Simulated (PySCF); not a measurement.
GaHClBr, SMILES [Cl][GaH][Br].

The structure is a stationary point at TPSSh-D3(BJ)/def2-SVP.

Level of theory: IEF-PCM-PBE0/def2-SVP in PySCF.

The values are the electrostatic part of the solvation free energy, E(continuum) − E(gas) at the gas-phase geometry, in a cavity of scaled van der Waals radii (PySCF's table); cavitation and dispersion terms are not included. A continuum can't describe solvent molecules that bind to the metal. In vacuum the orbital gap is 6.81 eV. The dipole moment in vacuum is 1.59 D.

Computed values in water (ε = 78.36), cyclohexanone (ε = 15.62), 1-octanol (ε = 9.86):
```
solvent            ε  ΔG(elec) (kcal/mol)  dipole (D)  gap (eV)
-------------  -----  -------------------  ----------  --------
water          78.36                 -4.2        2.26      7.28
cyclohexanone  15.62                 -3.9        2.20      7.24
1-octanol       9.86                 -3.6        2.16      7.21
```
